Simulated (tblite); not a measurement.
Species: C6H11ClOSi.
SMILES with atom numbers: `[CH3:1][O:2][C@@H:3]1[CH:4]=[CH:5][CH2:6][CH2:7][Si@@H:8]1[Cl:9]` (hydrogens: H10, H11, H12 on C1; H13 on C3; H14 on C4; H15 on C5; H16, H17 on C6; H18, H19 on C7; H20 on Si8)

Computed with GFN2-xTB (tblite), gas phase: L-BFGS steps from a force-field or distance-geometry start until the largest atomic force falls under 0.01 eV/Å.

The end geometry, which sets the zero of energy:
```
atom  x, y, z in Å
C1      3.0305   -0.4364   -0.5403
O2      1.9035   -0.8994    0.1570
C3      0.6764   -0.3412   -0.2787
C4      0.4420    1.0607    0.1915
C5     -0.7312    1.6619    0.0491
C6     -1.9085    0.9738   -0.5749
C7     -2.2689   -0.3131    0.1907
Si8    -0.7518   -1.4592    0.3623
Cl9    -0.4329   -1.9648    2.2767
H10     3.8899   -0.9554   -0.1193
H11     3.1693    0.6451   -0.4284
H12     2.9531   -0.6687   -1.6111
H13     0.6486   -0.3494   -1.3827
H14     1.2656    1.5496    0.6914
H15    -0.8732    2.6715    0.4059
H16    -2.7693    1.6439   -0.5914
H17    -1.6709    0.7110   -1.6101
H18    -2.6442   -0.0357    1.1770
H19    -3.0892   -0.8127   -0.3235
H20    -0.8440   -2.6707   -0.4542
```

Question: These geometries come from the run, each turned onto the end geometry. Order them by energy, lowest first.
A.
```
atom  x, y, z in Å
C1      3.0382   -0.4147   -0.4816
O2      1.8900   -0.9248    0.1437
C3      0.6716   -0.3602   -0.3042
C4      0.4418    1.0530    0.1317
C5     -0.7299    1.6564   -0.0133
C6     -1.9296    0.9608   -0.5845
C7     -2.2657   -0.3016    0.2298
Si8    -0.7588   -1.4685    0.3490
Cl9    -0.4039   -2.0198    2.2443
H10     3.8644   -1.0565   -0.1814
H11     3.2559    0.6161   -0.1779
H12     2.9334   -0.4401   -1.5736
H13     0.6560   -0.3891   -1.4096
H14     1.2748    1.5630    0.5936
H15    -0.8553    2.6796    0.3092
H16    -2.7887    1.6346   -0.5835
H17    -1.7290    0.6708   -1.6203
H18    -2.5737    0.0117    1.2290
H19    -3.1244   -0.7990   -0.2196
H20    -0.8724   -2.6611   -0.4938
```
B.
```
atom  x, y, z in Å
C1      3.0785   -0.6371   -0.2105
O2      1.8714   -0.4744    0.4776
C3      0.7415   -0.1404   -0.3340
C4      0.3209    1.2783   -0.0700
C5     -0.9088    1.7568   -0.1909
C6     -2.1220    0.9207   -0.4764
C7     -2.1427   -0.2791    0.4860
Si8    -0.6866   -1.4047    0.0128
Cl9    -0.1591   -2.7860    1.3692
H10     3.8217   -0.8938    0.5428
H11     3.3779    0.2828   -0.7287
H12     3.0182   -1.4499   -0.9451
H13     1.0300   -0.1981   -1.3983
H14     1.1178    1.9448    0.2375
H15    -1.0609    2.8130   -0.0112
H16    -3.0247    1.5212   -0.3522
H17    -2.1088    0.5590   -1.5118
H18    -2.0554    0.0890    1.5121
H19    -3.0985   -0.7962    0.4221
H20    -1.0155   -2.0949   -1.2442
```
C.
```
atom  x, y, z in Å
C1      3.0580   -0.4349   -0.3958
O2      1.8637   -0.9084    0.1688
C3      0.6713   -0.3458   -0.3544
C4      0.4348    1.0799    0.0357
C5     -0.7447    1.6744   -0.0690
C6     -1.9794    0.9671   -0.5458
C7     -2.2607   -0.2964    0.2888
Si8    -0.7560   -1.4679    0.2810
Cl9    -0.2971   -2.1501    2.1073
H10     3.8540   -1.0476    0.0251
H11     3.2473    0.6173   -0.1508
H12     3.0453   -0.5424   -1.4887
H13     0.7017   -0.3995   -1.4579
H14     1.2878    1.6136    0.4288
H15    -0.8524    2.7101    0.2218
H16    -2.8377    1.6394   -0.4875
H17    -1.8529    0.6775   -1.5932
H18    -2.5020    0.0133    1.3069
H19    -3.1488   -0.7960   -0.0982
H20    -0.9372   -2.5929   -0.6361
```
D.
```
atom  x, y, z in Å
C1      2.9247   -0.6555   -0.1950
O2      1.7717   -0.4001    0.5645
C3      0.7212   -0.1409   -0.3136
C4      0.3313    1.2716   -0.0881
C5     -0.8860    1.7509   -0.1331
C6     -2.0308    0.8684   -0.4757
C7     -2.1052   -0.2773    0.5191
Si8    -0.6582   -1.3605   -0.0359
Cl9    -0.2109   -2.8484    1.3402
H10     3.7634   -0.8667    0.4713
H11     3.1672    0.3272   -0.6878
H12     2.6903   -1.4167   -0.9423
H13     1.1239   -0.2098   -1.3367
H14     1.1539    1.9606    0.1691
H15    -1.0432    2.8111    0.0566
H16    -2.9726    1.3913   -0.5519
H17    -1.7816    0.3928   -1.4628
H18    -1.8416    0.1122    1.5277
H19    -3.0570   -0.8057    0.5076
H20    -1.0658   -1.8937   -1.3461
```
E.
```
atom  x, y, z in Å
C1      3.0788   -0.4535   -0.2728
O2      1.8595   -0.7933    0.3312
C3      0.7043   -0.3350   -0.3633
C4      0.4251    1.1135   -0.0927
C5     -0.7670    1.6863   -0.1618
C6     -2.0532    0.9736   -0.4636
C7     -2.2229   -0.2791    0.4070
Si8    -0.7703   -1.4757    0.1239
Cl9    -0.3592   -2.5537    1.7636
H10     3.8610   -0.7283    0.4326
H11     3.1489    0.6181   -0.4893
H12     3.2243   -1.0061   -1.2105
H13     0.8763   -0.4462   -1.4481
H14     1.2894    1.7069    0.1800
H15    -0.8455    2.7488    0.0257
H16    -2.8892    1.6561   -0.2958
H17    -2.0773    0.6789   -1.5163
H18    -2.2665    0.0280    1.4534
H19    -3.1818   -0.7455    0.1813
H20    -1.0397   -2.3830   -0.9976
```

Answer: A (0.008 eV), C (0.017 eV), E (0.048 eV), B (0.128 eV), D (0.697 eV).

In the order of the answer:

```json
{"step": "136", "E above end (eV)": "0.008", "largest force (eV/Å)": "0.04", "rms force component (eV/Å)": "0.014", "rms distance from end (Å)": "0.103", "rms bond change (Å)": "0.001", "bond most changed (Å)": "C3–H13 +0.001"}
{"step": "111", "E above end (eV)": "0.017", "largest force (eV/Å)": "0.07", "rms force component (eV/Å)": "0.023", "rms distance from end (Å)": "0.179", "rms bond change (Å)": "0.001", "bond most changed (Å)": "Si8–Cl9 -0.003"}
{"step": "75", "E above end (eV)": "0.048", "largest force (eV/Å)": "0.05", "rms force component (eV/Å)": "0.017", "rms distance from end (Å)": "0.413", "rms bond change (Å)": "0.003", "bond most changed (Å)": "O2–C3 +0.007"}
{"step": "21", "E above end (eV)": "0.128", "largest force (eV/Å)": "0.15", "rms force component (eV/Å)": "0.047", "rms distance from end (Å)": "0.613", "rms bond change (Å)": "0.006", "bond most changed (Å)": "C3–Si8 +0.015"}
{"step": "0", "E above end (eV)": "0.697", "largest force (eV/Å)": "1.99", "rms force component (eV/Å)": "0.573", "rms distance from end (Å)": "0.655", "rms bond change (Å)": "0.026", "bond most changed (Å)": "Si8–Cl9 +0.070"}
```

The cost below is that of the whole relaxation. Hardware: an Intel Xeon at 2.50 GHz with one thread, no GPU, shared host with 64 logical CPUs at a one-minute load of 61. Cost: 4.9 s wall.
